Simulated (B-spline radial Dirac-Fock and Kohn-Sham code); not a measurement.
A summary of the ionisation energies of indium (Z = 49) against charge, from multi-electron Dirac-Fock with separately optimised hole states, Breit and Lamb-shift corrections added in first order and from the NIST table. The largest relative steps of the computed values, from charge +5 on, come at In¹³⁺ (36 electrons left, 248.3 to 344.0 eV); In²¹⁺ (28 electrons left, 592.0 to 1046.8 eV); In³⁹⁺ (10 electrons left, 2627.9 to 6190.9 eV); In⁴⁷⁺ (2 electrons left, 7952.9 to 32835.2 eV). The median of |NIST − computed| / NIST over the 49 ions is 0.83 %.

```
charge  computed (eV)  NIST (eV)
     0           5.13   5.786356
     3          54.70      55.45
     6          111.5        109
     9          176.4        178
    12          248.3        249
    15          399.2        396
    18          485.8      497.1
    21         1046.8       1043
    24         1260.8       1255
    27         1489.1       1496
    30         1731.5       1738
    33         2128.5       2111
    36         2359.7       2373
    39         6190.9       6126
    42         6841.7       6770
    45         7747.8       7754
    48        33750.5    33750.4
```
